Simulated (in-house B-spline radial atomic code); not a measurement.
Ionising Ni7+ with different functionals

Computed with a B-spline radial code for spherical atoms: non-relativistic Hamiltonian, point nucleus, spin-polarised at highest spin, spherical fractional occupations for the functionals, and exact exchange of hybrids averaged over the configuration. The ionisation energy is the difference of two self-consistent energies, [Ar] 3d3 → [Ar] 3d2, without Breit or QED terms; ε is the level of the shell that loses the electron (its least bound occupied spin orbital).

```
   method                    rung  ΔSCF (eV)  -ε(3d) (eV)
     PBE0           global hybrid     163.35       152.92
    B3LYP           global hybrid     163.44       152.18
    TPSSh           global hybrid     163.18       150.33
   M06-2X           global hybrid          ?            ?
BHandHLYP           global hybrid     163.29       156.92
  r2SCAN0           global hybrid     163.56       153.26
    B97-1           global hybrid          ?            ?
    HSE06  range-separated hybrid     163.26       152.41
    wB97X  range-separated hybrid     162.98       154.78
CAM-B3LYP  range-separated hybrid     163.39       154.20
  LC-wPBE  range-separated hybrid     163.29       154.56
```

What does M06-2X give?

ΔSCF 163.17 eV, and -ε(3d) = 157.43 eV.

What does B97-1 give?

ΔSCF 163.30 eV, and -ε(3d) = 152.20 eV.

Among the functionals, which spreads more, the ΔSCF values or the orbital energies?

The orbital energies: ΔSCF values span about 0.57 eV and the orbital energies 7.10 eV; here energy differences depend much less on the functional than eigenvalues do.

How do they compare with the NIST value?

NIST lists 162 eV ± 2.1 (tabulated theory, ground level to ground level). Errors run from +0.98 to +1.56 eV; all lie within about twice that uncertainty, so the table can't rank the methods.
